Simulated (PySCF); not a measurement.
Molecule: C2Cl2F3 (charge 0, doublet). It need not be the lowest isomer of its formula. 
Geometry from a B3LYP-D3(BJ)/def2-TZVP (Ansatz) optimisation:
SMILES: [C](C(F)(F)F)(Cl)Cl
```xyz
7

F     -1.4458     1.0338    -0.9136
C     -1.0041    -0.0161    -0.2079
F     -1.4338    -1.1364    -0.8041
F     -1.5925     0.0420     1.0084
C      0.4955    -0.0028    -0.1099
Cl     1.2817    -1.4445     0.3177
Cl     1.2654     1.4833     0.1700
```
Charge 0, spin multiplicity 2.

Dispersion corrections to the total energy (kcal/mol) from the dftd3 and dftd4 libraries through PySCF: D3(BJ) without and D4 with the three-body term, each with the damping fitted for the functional named.

```tsv
functional	D3(BJ)	D4
BHLYP	-6.03	-5.76
revPBE	-10.57	(withheld)
LC-wPBE	-4.09	-5.35
B2GP-PLYP	-2.97	-2.02
B3LYP	(withheld)	-7.79
HSE06	-2.87	-3.76
HF	-31.64	(withheld)
```

Q: What belongs in the gaps?

A: 
- revPBE, D4: -15.16
- B3LYP, D3(BJ): -7.58
- HF, D4: -17.24
